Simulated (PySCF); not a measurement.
## Core-level binding energies of AsP3OOO nortricyclane

AsP3OOO nortricyclane, AsO3P3.
Geometry (PBE0-D3(BJ)/def2-SVP, Å), atoms numbered from 1 in this order:
```xyz
7
AsO3P3 angstrom
As     1.053    1.142   -0.183
O      0.087    0.463   -1.541
P     -0.981   -0.774   -1.179
P     -1.401   -0.078    0.955
O     -0.390    1.254    0.888
P      0.243   -1.615    0.556
O      1.480   -0.494    0.435
```

Computed with PySCF, delta-SCF UKS SCAN, pcX-2 on the ionised atom, pcseg-1 elsewhere, spin-free X2C. These are vertical core ionisation energies against the vacuum level, from separate self-consistent calculations with and without the core hole.

**Question.** What binding energy does each computed site have?

**Answer.** 
```tsv
atom(s)	environment	level	binding energy (eV)	2p1/2 (eV)	count
P3/P4/P6	phosphorus bonded to O and 2 P	P 1s	2150.93	–	3
O2/O5/O7	oxygen bonded to As and P	O 1s	538.51	–	3
P3/P4/P6	phosphorus bonded to O and 2 P	P 2p3/2	137.26	138.16	3
```

**Question.** Which effective nuclear charge Zeff reproduces each element's mean 1s value in the hydrogen-like formula E = 13.606 eV × Zeff²?

**Answer.** O (Z = 8): mean 538.5 eV, Zeff = 6.29, Z − Zeff = 1.71; P (Z = 15): mean 2150.9 eV, Zeff = 12.57, Z − Zeff = 2.43. Means run over the listed sites, weighted by atom count.

**Question.** Express the binding energy of O 1s of O2 (atom 2)/O5/O7 in atomic units and per mole.

**Answer.** 538.51 eV = 19.7899 Eh = 51958 kJ/mol.

Atoms equivalent by their bonding share one computed value, that of the first of them. 2p3/2 and 2p1/2 are the ΔSCF energy of one spin-free 2p hole plus the eigenvalues of a spin–orbit and ligand-field matrix of the shell. 2p1/2 minus 2p3/2 (ligand field included): P 0.89 eV. No level of arsenic is listed. One conformer (not necessarily the lowest) at the PBE0-D3(BJ)/def2-SVP geometry, without solvent, vibrations or thermal averaging.
